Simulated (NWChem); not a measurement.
System: C3H7NSi; SMILES C[Si@H](C#C)N

Parts of the log:

```
             Northwest Computational Chemistry Package (NWChem) 7.3.0
             --------------------------------------------------------

                             Geometry "geometry" -> ""
                             -------------------------

 Output coordinates in angstroms (scale by  1.889725989 to convert to a.u.)

  No.       Tag          Charge          X              Y              Z
 ---- ---------------- ---------- -------------- -------------- --------------
    1 C                    6.0000     0.12701500    -2.60420700    -0.20051600
    2 C                    6.0000     0.04638300    -1.39873800     0.02520200
    3 Si                  14.0000    -0.04700600     0.41063900     0.38369900
    4 C                    6.0000     1.43948900     1.31080500    -0.33440700
    5 N                    7.0000    -1.49763300     0.99772100    -0.39755200
    6 H                    1.0000     0.19913500    -3.66476000    -0.40335100
    7 H                    1.0000    -0.00949900     0.54119900     1.89136100
    8 H                    1.0000     2.37910600     0.92410500     0.10863800
    9 H                    1.0000     1.48100200     1.17244800    -1.43288000
   10 H                    1.0000     1.38494000     2.39805200    -0.11897300
   11 H                    1.0000    -1.68943500     2.00190600    -0.32935600
   12 H                    1.0000    -2.36172100     0.47561300    -0.22442300

 Effective nuclear repulsion energy (a.u.)     203.4246811483

  pbe96 is a nonlocal functional; adding pw91lda local functional.

                                 NWChem DFT Module
                                 -----------------

 Summary of "ao basis" -> "ao basis" (spherical)
 ------------------------------------------------------------------------------
       Tag                 Description            Shells   Functions and Types
 ---------------- ------------------------------  ------  ---------------------
 C                           6-31g*                  6       14   3s2p1d
 Si                          6-31g*                  8       18   4s3p1d
 N                           6-31g*                  6       14   3s2p1d
 H                           6-31g*                  2        2   2s

 in cosmo_initialize ...
 calling solv_data for solv:dmf

 solvent parameters
 solvname_short: dmf
 solvname_long:  N,N-dimethylformamide
 dielec:       37.2190
 dielecinf:     2.0463
 nonaqueous SMD model solvent descriptors
 dielec:       37.2190
 sola:          0.0000
 solb:          0.7400
 solc:          0.0000
 solg:         49.5600
 solh:          0.0000
 soln:          1.4305

          ---------------
          -cosmo- solvent
          ---------------
 Cosmo: York-Karplus, doi: 10.1021/jp992097l
 dielectric constant -eps-     =  37.22
 screen = (eps-1)/(eps    )    =   0.97313
 surface charge correction     = lagrangian

   van der Waals surface
 --------------------------

[...]

                                COSMO-SMD solvation results
                                ---------------------------

             internal energy in gas <Psi(g)|H|Psi(g)> =      -462.334124425663
         internal energy in solvent <Psi(s)|H|Psi(s)> =      -462.332439110937
                               delta internal energy  =         0.001685314727 (    1.06 kcal/mol)
   total free energy in solvent <Psi(s)|H+V/2|Psi(s)> =      -462.346558879027
 polarization energy contribution <Psi(s)|V/2|Psi(s)> =        -0.014119768091 (   -8.86 kcal/mol)
    total free energy in solvent including G(SMD-CDS) =      -462.340628764953
                       G(SMD-CDS) energy contribution =         0.005930114075 (    3.72 kcal/mol)
     1 M fixed-concentration free energy of solvation =        -0.006504339289 (   -4.08 kcal/mol)

                       DFT Final Molecular Orbital Analysis
                       ------------------------------------

 Vector   21  Occ=2.000000D+00  E=-2.524666D-01
              MO Center=  6.8D-02, -1.8D+00, -6.9D-02, r^2= 2.0D+00
   Bfn.  Coefficient  Atom+Function         Bfn.  Coefficient  Atom+Function
  ----- ------------  ---------------      ----- ------------  ---------------
     3      0.337203   1 C  px               17      0.329462   2 C  px
     5      0.227516   1 C  pz               19      0.226172   2 C  pz
     7      0.213936   1 C  px               21      0.192549   2 C  px
     9      0.142927   1 C  pz               23      0.126960   2 C  pz
    66      0.102796   5 N  s                78     -0.082337   7 H  s

 Vector   22  Occ=2.000000D+00  E=-2.463610D-01
              MO Center=  1.6D-01, -1.4D+00, -3.2D-02, r^2= 3.2D+00
   Bfn.  Coefficient  Atom+Function         Bfn.  Coefficient  Atom+Function
  ----- ------------  ---------------      ----- ------------  ---------------
     5      0.320348   1 C  pz               19      0.295837   2 C  pz
     3     -0.209397   1 C  px                9      0.207267   1 C  pz
    17     -0.192465   2 C  px               23      0.175723   2 C  pz
     7     -0.133785   1 C  px               78     -0.130870   7 H  s
    49     -0.126785   4 C  px               21     -0.119937   2 C  px

 Vector   23  Occ=2.000000D+00  E=-2.104334D-01
              MO Center= -1.2D+00,  9.1D-01, -2.1D-01, r^2= 2.0D+00
   Bfn.  Coefficient  Atom+Function         Bfn.  Coefficient  Atom+Function
  ----- ------------  ---------------      ----- ------------  ---------------
    65      0.518389   5 N  pz               69      0.442127   5 N  pz
    78     -0.282520   7 H  s                66     -0.156070   5 N  s
    77     -0.136304   7 H  s                41      0.123369   3 Si pz
    52      0.113329   4 C  s                39     -0.089940   3 Si px
    54     -0.086635   4 C  py               62     -0.086984   5 N  s

 Vector   24  Occ=0.000000D+00  E=-2.874749D-02
              MO Center= -1.6D-02, -1.2D+00,  6.1D-02, r^2= 4.0D+00
   Bfn.  Coefficient  Atom+Function         Bfn.  Coefficient  Atom+Function
  ----- ------------  ---------------      ----- ------------  ---------------
     7      0.501046   1 C  px               39     -0.487913   3 Si px
    66     -0.452222   5 N  s                 3      0.393802   1 C  px
    21     -0.379953   2 C  px               17     -0.287894   2 C  px
    52      0.273909   4 C  s                35     -0.214368   3 Si px
    86      0.133715  11 H  s                69     -0.118458   5 N  pz

 Vector   25  Occ=0.000000D+00  E=-1.882518D-02
              MO Center=  7.4D-02, -1.5D+00,  1.7D-03, r^2= 3.5D+00
   Bfn.  Coefficient  Atom+Function         Bfn.  Coefficient  Atom+Function
  ----- ------------  ---------------      ----- ------------  ---------------
     9      0.536938   1 C  pz               23     -0.463368   2 C  pz
     5      0.399835   1 C  pz               52     -0.354283   4 C  s
    19     -0.323478   2 C  pz               40      0.308343   3 Si py
    78      0.280902   7 H  s                41     -0.268859   3 Si pz
    66     -0.215205   5 N  s                37     -0.172294   3 Si pz

 Vector   26  Occ=0.000000D+00  E= 4.970087D-02
              MO Center= -2.9D-01,  9.2D-01,  2.9D-01, r^2= 5.3D+00
   Bfn.  Coefficient  Atom+Function         Bfn.  Coefficient  Atom+Function
  ----- ------------  ---------------      ----- ------------  ---------------
    40      0.936615   3 Si py               52     -0.853594   4 C  s
    66     -0.844187   5 N  s                38      0.592443   3 Si s
    20      0.542004   2 C  s                88      0.477239  12 H  s
    80      0.384831   8 H  s                78     -0.382510   7 H  s
    36      0.291485   3 Si py               23      0.226555   2 C  pz

     Multipole analysis of the density
     ---------------------------------

     L   x y z        total         alpha         beta         nuclear
     -   - - -        -----         -----         ----         -------
     0   0 0 0      0.000000    -23.000000    -23.000000     46.000000

     1   1 0 0     -0.290375     -0.068970     -0.068970     -0.152435
     1   0 1 0      0.330597     -0.239779     -0.239779      0.810156
     1   0 0 1      0.033531      0.941208      0.941208     -1.848885

     2   2 0 0    -25.005708    -95.560409    -95.560409    166.115111
     2   1 1 0     -1.260435     -1.047099     -1.047099      0.833763
     2   1 0 1     -0.751465     -0.091671     -0.091671     -0.568123
     2   0 2 0    -20.407491   -185.194392   -185.194392    349.981294
     2   0 1 1      1.111650      1.284831      1.284831     -1.458012
     2   0 0 2    -31.246624    -33.588234    -33.588234     35.929844
```

Level: PBE/6-31G* (spherical d), SMD on the gas-phase geometry. All runs use the structure optimised with PBE-D3(BJ)/def2-SVP. Not confirmed as a minimum by frequencies. Solvent: N,N-dimethylformamide.

**Question.** Write an input that gives this output.

**Answer.** Several could match; the one computed here: the input that was run:
```
start job
memory heap 200 mb stack 900 mb global 1100 mb
geometry units angstroms noautosym nocenter noautoz
  C      0.127015    -2.604207    -0.200516
  C      0.046383    -1.398738     0.025202
  Si    -0.047006     0.410639     0.383699
  C      1.439489     1.310805    -0.334407
  N     -1.497633     0.997721    -0.397552
  H      0.199135    -3.664760    -0.403351
  H     -0.009499     0.541199     1.891361
  H      2.379106     0.924105     0.108638
  H      1.481002     1.172448    -1.432880
  H      1.384940     2.398052    -0.118973
  H     -1.689435     2.001906    -0.329356
  H     -2.361721     0.475613    -0.224423
end
basis spherical
  C library 6-31g*
  Si library 6-31g*
  N library 6-31g*
  H library 6-31g*
end
dft
  xc xpbe96 cpbe96
  iterations 150
end
cosmo
  do_cosmo_smd true
  solvent dmf
end
task dft energy
```
